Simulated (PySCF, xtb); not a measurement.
CH₇ClOSi₂, SMILES [SiH3]CO[SiH2]Cl. The values are those of a single conformer.

Harmonic wavenumbers (cm⁻¹) from GFN2-xTB in xtb at its own minimum, in rising order: 28, 65, 116, 132, 265, 291, 484, 502, 523, 540, 610, 700, 731, 747, 767, 780, 785, 794, 814, 1142, 1216, 1282, 1469, 2263, 2276, 2277, 2290, 2375, 2904, 2935.

Q: What does PySCF 2.14.0 with B3LYP-D3(BJ)/def2-SVP give at its own minimum? (The exact figures need the calculation; the answer reports its results.)

A: 24, 80, 125, 170, 238, 319, 498, 528, 565, 641, 736, 739, 781, 865, 907, 932, 946, 956, 969, 1134, 1266, 1300, 1464, 2219, 2229, 2238, 2249, 2292, 3015, 3075. Paired by order, the mean absolute difference is 66 cm⁻¹ and the zero-point energies are 45.9 and 47.9 kcal/mol.
